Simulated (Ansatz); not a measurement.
Reaction (atomization): `FBOCS` → B• + C• + F• + 4 H• + O• + S•

Isolated molecules relaxed with PBE0-D4/def2-TZVP in Ansatz; ΔE leaves out vibrations. CCSD(T)/CBS adds triple-zeta CCSD(T) − MP2 to the extrapolated MP2 energy (def2 sets, frozen cores). This one scheme is used for every species, atoms too. Functionals use def2-TZVPP. No spin–orbit coupling; open shells (•) take unrestricted orbitals. Spin–orbit coupling would lower the free atoms: a little for B, C, F, O, S. Each species was taken in one conformer, which may not be the lowest.

CCSD(T)/CBS gives +3507.4 kJ/mol.

**Question.** Another level gave +3491.1 kJ/mol. Which?
A. HF/def2-TZVPP
B. B2PLYP/def2-TZVPP
C. r2SCANh-D4/def2-TZVPP
D. PBE-QIDH/def2-TZVPP

**Answer.** D. PBE-QIDH 3491.1, HF/def2-TZVPP 2564.1, r2SCANh-D4 3504.7, B2PLYP 3479.5 kJ/mol.

Largest T1 diagnostic among the species: 0.014.

Leaving LDA and LC-ωPBE aside and taking each functional with its dispersion term where it has one, the values, not all of them listed here, spread over 214.7 kJ/mol, from BHLYP-D4 to PBE-D4. LDA lies +493.5 kJ/mol from PBE without D4, its usual overbinding. From PBE to PBE0 (25 % exact exchange), in def2-TZVPP and without D4, ΔE moves by −80.9 kJ/mol: exact exchange takes away binding that semilocal exchange gives to molecules. The D4 term adds +25.7 kJ/mol with B3LYP and +13.4 kJ/mol with PBE0; it sums over pairs of atoms, weighted by their polarisabilities, and B3LYP, whose exchange is more repulsive, gets the larger term.

B3LYP here is the variant with VWN-RPA as its local correlation; programs differ in this.

For atomizations the MP2-based limit and the directly extrapolated one differ by several kJ/mol either way, and by 10 to 25 for some Ge, Se and Sn compounds, so smaller differences from it don't rank the levels.
